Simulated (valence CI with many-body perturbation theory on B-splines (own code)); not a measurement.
Values are calculated unless marked as measured or tabulated.
Energy levels of Se XXII

Method: valence CI with perturbative core correlation (CI+MBPT): three valence electrons over a frozen Dirac-Fock core [Ne], radial functions for each j: 11 s, 11 p, 10 d, 8 f, 5 g, 2 h, with the one-electron correlation potential Σ1 (screened to all orders), the two-electron term Σ2, the three-electron term Σ3, Breit, model QED; selected single and double excitations, second order for the rest, scaled by the run's own slope (own B-spline code, finite nucleus).

No measured levels were compared; by estimate levels of excited configurations hold to 0.05 to 0.15 % of their energy, terms of the ground configuration to about 0.5 %.

Levels 46 to 90 of 151, with energies above the lowest level, 3s2 3p 2P°_1/2. "Leading %" is the weight of the configuration and term that name the level; weights of strongly mixed levels are sums over their largest components and can fall short. In the jj column 3d3/2^4 stands for four electrons in 3d with j = 3/2.

```
No.  Configuration  Term    J  E (cm⁻¹)  Leading %      g                Leading jj
 46         3p2 3d    4F  7/2   1596400         71  1.262  3p1/2 3p3/2 3d5/2 (87 %)
 47         3p2 3d    4D  1/2   1600400         80  0.140  3p1/2 3p3/2 3d3/2 (97 %)
 48         3p2 3d    4F  9/2   1615900         73  1.272  3p1/2 3p3/2 3d5/2 (81 %)
 49         3p2 3d    4D  3/2   1625300         58  1.226  3p1/2 3p3/2 3d5/2 (69 %)
 50         3p2 3d    4D  5/2   1626600         64  1.297  3p1/2 3p3/2 3d5/2 (56 %)
 51         3p2 3d    2G  7/2   1660500         73  0.960      3p3/2^2 3d3/2 (32 %)
 52         3p2 3d    2P  1/2   1663000         65  0.827      3p3/2^2 3d5/2 (50 %)
 53         3p2 3d    4P  5/2   1667900         49  1.399  3p1/2 3p3/2 3d5/2 (69 %)
 54         3p2 3d    4D  7/2   1669000         65  1.317      3p3/2^2 3d5/2 (82 %)
 55         3p2 3d    4P  3/2   1675700         42  1.277  3p1/2 3p3/2 3d3/2 (73 %)
 56         3p2 3d    2G  9/2   1690700         63  1.170      3p3/2^2 3d5/2 (78 %)
 57         3p2 3d    4P  1/2   1698800         71  2.118  3p1/2 3p3/2 3d3/2 (50 %)
 58         3p2 3d    2D  5/2   1715600         49  1.349      3p3/2^2 3d3/2 (37 %)
 59         3p2 3d    4P  3/2   1715800         40  1.214      3p3/2^2 3d3/2 (75 %)
 60         3p2 3d    2P  1/2   1736100         63  0.936  3p1/2 3p3/2 3d5/2 (69 %)
 61         3p2 3d    2D  3/2   1736800         67  0.953  3p1/2 3p3/2 3d5/2 (56 %)
 62         3p2 3d    2F  5/2   1762600         70  0.920  3p1/2 3p3/2 3d5/2 (32 %)
 63         3p2 3d    2P  3/2   1782500         49  1.199      3p3/2^2 3d5/2 (54 %)
 64         3p2 3d    2S  1/2   1783100         68  1.971      3p3/2^2 3d5/2 (39 %)
 65         3p2 3d    2F  7/2   1795600         83  1.132      3p3/2^2 3d3/2 (47 %)
 66         3s 3d2    4F  3/2   1800800         99  0.400         3s 3d3/2^2 (70 %)
 67         3p2 3d    2D  5/2   1803200         51  1.136      3p3/2^2 3d5/2 (50 %)
 68         3s 3d2    4F  5/2   1806500         63  1.089     3s 3d3/2 3d5/2 (46 %)
 69         3s 3d2    4F  7/2   1811500         99  1.236     3s 3d3/2 3d5/2 (80 %)
 70         3s 3d2    4F  9/2   1819000        100  1.332         3s 3d5/2^2 (77 %)
 71         3s 3d2    4P  1/2   1856900         99  2.664         3s 3d3/2^2 (43 %)
 72         3s 3d2    4P  3/2   1859800         99  1.730     3s 3d3/2 3d5/2 (93 %)
 73         3s 3d2    4P  5/2   1863200         97  1.590     3s 3d3/2 3d5/2 (57 %)
 74         3p2 3d    2D  5/2   1869200         77  1.154      3p3/2^2 3d5/2 (56 %)
 75         3p2 3d    2D  3/2   1879800         88  0.807      3p3/2^2 3d3/2 (50 %)
 76         3s 3d2    2D  3/2   1922500         75  0.802         3s 3d5/2^2 (34 %)
 77         3s 3d2    2D  5/2   1922800         78  1.200         3s 3d5/2^2 (46 %)
 78         3s 3d2    2G  7/2   1925200         88  0.889     3s 3d3/2 3d5/2 (71 %)
 79         3s 3d2    2G  9/2   1926400         88  1.110     3s 3d3/2 3d5/2 (67 %)
 80         3s 3d2    2F  5/2   1982100         67  0.866     3s 3d3/2 3d5/2 (43 %)
 81         3s 3d2    2F  7/2   1987700         73  1.141         3s 3d5/2^2 (48 %)
 82         3s 3d2    2P  1/2   2024200         59  0.904     3s 3d3/2 3d5/2 (42 %)
 83         3s 3d2    2P  3/2   2036200         69  1.330     3s 3d3/2 3d5/2 (37 %)
 84         3s 3d2    2S  1/2   2041300         73  1.764         3s 3d5/2^2 (67 %)
 85         3p 3d2   4G°  5/2   2176400         86  0.614      3p1/2 3d3/2^2 (80 %)
 86         3p 3d2   4G°  7/2   2197200         90  0.995  3p1/2 3d3/2 3d5/2 (78 %)
 87         3p 3d2   4G°  9/2   2222600         88  1.175  3p3/2 3d3/2 3d5/2 (39 %)
 88         3p 3d2   2F°  5/2   2229800         40  1.026  3p1/2 3d3/2 3d5/2 (69 %)
 89         3p 3d2   2D°  3/2   2243600         55  0.865  3p1/2 3d3/2 3d5/2 (78 %)
 90         3p 3d2   4D°  1/2   2261200         53  1.097  3p1/2 3d3/2 3d5/2 (90 %)
```

Names give the largest LS component (configuration and term), which can be under half, so a name can repeat, a term be missing and a line seem to break the LS rules; names also repeat where a configuration has a term twice.

Where two levels of one J and parity lie close, their mixing, g and order are uncertain.
